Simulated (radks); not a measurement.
The numbers below are computed, except where a source is named.
Ionisation of the chromium ion Cr18+, [He] 2s2 2p2, to Cr19+, [He] 2s2 2p1, under several functionals. Dirac Kohn-Sham, spin-unpolarised, spherical densities, point nucleus; open shells fill j = l - 1/2 first; a radial shooting solver on a logarithmic mesh with Libxc functionals.

functional,E(Cr18+) (hartree),Exc (hartree),IE (eV),-e(HOMO) (eV),<r> HOMO (bohr),IE error (eV)
BLYP,-794.89906,-25.16619,1395.8,1346.9,0.2331,+1.3
BP86,-794.97822,-25.24904,1395.6,1346.8,0.2331,+1.1
"LDA (Slater exchange, Perdew-Zunger correlation)",-792.68529,-22.91853,1394.2,1345.4,0.2332,-0.3
B86b exchange with PBE correlation,-794.86475,-25.13177,1395.5,1346.7,0.2331,+1.0
OLYP,-794.81201,-25.08253,1395.2,1346.9,0.2333,+0.7
HCTH/407,-794.48430,-24.75207,1396.7,1348.5,0.2331,+2.2
XLYP,-795.04964,-25.31873,1396.0,1347.1,0.2331,+1.5
exchange-only PBE,-794.47232,-24.73507,1393.9,1344.9,0.2332,-0.6

NIST Atomic Spectra Database: 1395 eV (semi-empirical). Closest: LDA (Slater exchange, Perdew-Zunger correlation). The Delta-SCF values span 2.80 eV, the total energies 2.36 hartree. The highest occupied level is 2p1/2. Spin polarisation and multiplet splitting are left out, so open shells lie too high by an amount that depends on their filling.

Beside tabulated values, note that spin-unpolarised runs miss the spin-polarisation part of the exchange energy of open shells.
